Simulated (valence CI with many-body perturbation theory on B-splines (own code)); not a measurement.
# Forbidden lines of Xe13+

Level of theory: configuration interaction combined with many-body perturbation theory (CI+MBPT): five valence electrons over a frozen Dirac-Fock core [Kr], a basis of 7 s, 7 p, 8 d, 6 f, 4 g, 1 h functions for each j, with the one-electron correlation potential Σ1 (screened to all orders), the two-electron term Σ2, the three-electron term Σ3, Breit, model QED; selected single and double excitations, second order for the rest, scaled by the run's own slope (own B-spline code, finite nucleus).

No measured spectrum was set against this ion. As an estimate, terms of the open shell hold to 2 to 4 % of their energy, and close levels can change places. Among the levels kept, up to 1100 cm⁻¹ of a level comes from second order outside the variational space, and about a tenth of that is noise between levels of different J, which matters for small intervals. Excitations out of the core, of the other parity, are not computed and may begin above about 62.5 eV (a cautious bound); beyond it only levels of the ground parity were kept, without lifetimes.

Lines 1 to 50 of 120 in falling wavelength, among levels below 62.51 eV, chosen from the decays that carry over 1 % of a level's rate. Wavelengths and rates use the calculated energies, so an error of 2000 cm⁻¹ moves a line at 17650 Å by 35 % and its rate by three times that or more. Electric multipoles are in the length gauge, E1 and E2 with the static RPA response of the core. Weak lines are less certain than strong ones. Lines between different terms over intervals too small for the method are left out, as are lines whose strength nearly cancels. Intervals below about 2000 cm⁻¹, as at the head of this list, are uncertain by tens of per cent. Branching is blank where the lifetime is uncertain.

Names give the largest LS component (configuration and term), which can be under half, so a name can repeat, a term be missing and a line seem to break the LS rules; names also repeat where a configuration has a term twice. Letters in brackets count levels of one name in rising energy.

```
λ vac (Å)           Upper           Lower  Type   A (s⁻¹)  Branch %
    60110      4d5 4G_9/2     4d5 4G_11/2    M1  1.31e-01       9.3
    57470     4d5 4G_11/2      4d5 4G_7/2    E2  1.62e-09          
    29380      4d5 4G_9/2      4d5 4G_7/2    M1  1.27e+00      90.6
    17650      4d5 4P_3/2      4d5 4D_5/2    M1  5.11e+00       2.0
    17600      4d5 4P_1/2      4d5 4D_3/2    M1  9.30e+00     100.0
    17530     4d5 2I_13/2     4d5 2I_11/2    M1  1.76e+00      16.8
    15600  4d5 2F_7/2 [c]  4d5 2F_5/2 [b]    M1  3.32e+00       1.5
    13580  4d5 2D_3/2 [a]      4d5 4F_5/2    M1  7.24e+00       3.7
    12420      4d5 4G_7/2  4d5 4G_5/2 [a]    M1  1.18e+01      70.6
    12190  4d5 2F_7/2 [a]      4d5 4D_5/2    M1  5.17e-01       1.3
    10710      4d5 4D_7/2      4d5 4G_9/2    M1  5.98e+00      10.1
    10300      4d5 4F_5/2      4d5 4F_3/2    M1  4.41e+00       1.1
    10150      4d5 4D_7/2  4d5 4G_5/2 [b]    M1  1.65e+01      28.0
     9519      4d5 4D_3/2  4d5 4G_5/2 [a]    M1  1.59e+01       6.9
     9196  4d5 2G_7/2 [a]  4d5 2F_5/2 [a]    M1  7.98e+00       8.4
     9135  4d5 4G_5/2 [b]  4d5 4G_5/2 [a]    M1  4.52e+01      25.7
     8258      4d5 2H_9/2  4d5 2G_9/2 [a]    M1  1.93e+01       6.1
     8009      4d5 4D_1/2      4d5 4P_1/2    M1  6.20e+01      62.3
     7847      4d5 4D_7/2      4d5 4G_7/2    M1  1.93e+01      32.7
     7781  4d5 2F_7/2 [c]      4d5 2H_9/2    M1  1.28e+01       6.0
     7736      4d5 4F_5/2  4d5 2F_7/2 [a]    M1  3.86e+01       9.9
     7697  4d5 2F_7/2 [a]      4d5 4D_7/2    M1  1.23e+00       3.0
     7098  4d5 2G_7/2 [a]  4d5 2G_9/2 [a]    M1  1.16e+00       1.2
     7030     4d5 2H_11/2      4d5 2H_9/2    M1  1.36e+01       2.8
     6995  4d5 2F_7/2 [c]      4d5 4F_5/2    M1  1.40e+01       6.5
     6958      4d5 2H_9/2  4d5 2F_7/2 [a]    M1  7.41e+00       2.4
     6749  4d5 2D_3/2 [a]  4d5 2F_5/2 [a]    M1  5.66e+00       2.9
     6631      4d5 4D_5/2      4d5 4D_3/2    M1  8.00e+00       3.4
     6556  4d5 2G_9/2 [a]      4d5 4D_7/2    M1  1.30e+01      18.2
     6521  4d5 2F_5/2 [b]  4d5 2F_5/2 [a]    M1  1.03e+01       3.3
     6465      4d5 4F_5/2      4d5 4P_3/2    M1  1.27e+01       3.2
     6116  4d5 2G_7/2 [a]  4d5 2F_7/2 [a]    M1  2.60e+01      27.5
     5858  4d5 2D_3/2 [a]      4d5 4F_3/2    M1  2.58e+01      13.1
     5780  4d5 2F_7/2 [b]  4d5 2F_5/2 [a]    M1  2.84e+01       6.5
     5704      4d5 4D_5/2      4d5 4G_7/2    M1  3.42e+01      14.4
     5685  4d5 2F_5/2 [b]      4d5 4F_3/2    M1  4.60e+01      14.8
     5559     4d5 2I_11/2      4d5 4G_9/2    M1  1.30e+01      19.1
     5504      4d5 4D_1/2      4d5 4D_3/2    M1  3.75e+01      37.6
     5415  4d5 2F_5/2 [a]      4d5 4D_7/2    M1  1.59e+01       3.7
     5343      4d5 2H_9/2     4d5 2I_11/2    M1  6.47e+00       2.1
     5088     4d5 2I_11/2     4d5 4G_11/2    M1  5.51e+01      81.0
     4925      4d5 4P_3/2  4d5 4G_5/2 [b]    M1  1.02e+01       4.0
     4875  4d5 2F_7/2 [b]  4d5 2G_9/2 [a]    M1  4.54e+01      10.4
     4820      4d5 4P_3/2      4d5 4D_3/2    M1  5.06e+01      20.0
     4808      4d5 4D_7/2  4d5 4G_5/2 [a]    M1  1.06e+00       1.8
     4805  4d5 2F_5/2 [b]  4d5 2F_7/2 [a]    M1  3.25e+00       1.0
     4803      4d5 4F_3/2      4d5 4P_1/2    M1  1.91e+01       7.1
     4732      4d5 4F_5/2      4d5 4D_5/2    M1  8.98e+01      22.9
     4598  4d5 2F_7/2 [c]  4d5 2F_5/2 [a]    M1  1.77e+01       8.3
     4478  4d5 2F_7/2 [a]      4d5 4G_9/2    M1  3.17e+01      76.7
```
